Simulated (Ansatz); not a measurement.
A run for Ansatz (a program for electronic structure): U-CCSD(T)/cc-pV(D+d)Z on CH5Al (SMILES [CH3][AlH2]), a point of a bond scan (R = 1.759 Å). Files ending in .json are basis or fitting sets from the Basis Set Exchange.

Ansatz 0.2 input:
```yaml
crystal:
  periodic: [false, false, false]
  atoms:
    - {symbol: C, position_ang: [-1.23512650, -0.09453057, -0.00078552]}
    - {symbol: Al, position_ang: [0.51949142, 0.03500793, -0.00236625]}
    - {symbol: H, position_ang: [-1.68013597, 0.54438206, -0.76954883]}
    - {symbol: H, position_ang: [-1.59248422, -1.11401399, -0.15613004]}
    - {symbol: H, position_ang: [-1.63918751, 0.25553852, 0.95567754]}
    - {symbol: H, position_ang: [1.20377163, 1.46370260, 0.02998967]}
    - {symbol: H, position_ang: [1.44104335, -1.25342652, -0.02187944]}
basis:
  gaussian:
    orbitals: cc-pV_D+d_Z.json
correlation: {method: ccsd_t, electrons: outside_noble_gas}
scf: {omitted_lower_state_checks: [cluster_reference]}
magnetization: {spin_polarized: true, initial_magnetization: 0}
```

The head of its log:

```
WARN ansatz: RAYON_NUM_THREADS=1 ignored (pool sized by the plan → 1); use --threads N
Functional definition: HF
these checks for a lower state are left out or cut short: cluster_reference
integrals: 0.05 GiB planned
593 factors; integrals over basis functions are off by at most 9.0e-4 eV
mean field: 0.12 GiB planned
mean field evaluation 1: about -7690.2577 eV, gradient 1.7e1 eV
mean field evaluation 2: about -7690.2584 eV, gradient 1.7e1 eV
mean field evaluation 4: about -7691.8117 eV, gradient 1.3e0 eV
mean field evaluation 8: about -7691.8273 eV, gradient 4.9e-6 eV
mean field -7691.82726426 eV, -282.6694382539 hartree, gradient 1.2e-6 eV, S^2 0.000000; 0 other end points of the search recorded, 0 dependent functions left out
6 core orbitals not correlated
reference -7691.82726426 eV, -282.6694382539 hartree; 6, 6 occupied and 50, 50 virtual orbitals, 593 factors
```

Question: Predict the final total energy.

Answer: -282.9322 hartree (reference determinant -282.6694, T1 diagnostic 0.008).
